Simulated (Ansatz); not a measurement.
Species: HS₂, charge 0, multiplicity 2. It need not be the lowest isomer of its formula. 
Geometry from a B3LYP-D3(BJ)/def2-TZVP (Ansatz, an electronic-structure program) optimisation:
SMILES: S[S]
```xyz
3

S     -0.9203     0.0126     0.4581
S      0.8239     0.0408    -0.4735
H      1.5432    -0.8556     0.2469
```
Charge 0, spin multiplicity 2.

Parts of the frozen-core correlation energy in cc-pV(D+d)Z (Ansatz, hartree). Frozen orbitals: 10; correlated occupied orbitals by spin: 7 and 6; virtual: 34 and 35. Open shells are spin-unrestricted. Spin-orbit coupling is left out. No relativistic terms.

| term | value |
|---|---|
| reference (HF) | -795.64027 |
| MP2 opposite-spin | -0.18505 |
| MP2 same-spin | [?] |
| CCSD correlation | [?] |
| (T) | [?] |
| CCSDT minus CCSD(T) | -0.00106 |
| T1 diagnostic | 0.024 |
| largest doubles amplitude | 0.046 |
| <S^2> of the reference | 0.764 |

Q: Complete the blanks.

A: 
- MP2 same-spin, value: -0.06235
- CCSD correlation, value: -0.28160
- (T), value: -0.00902
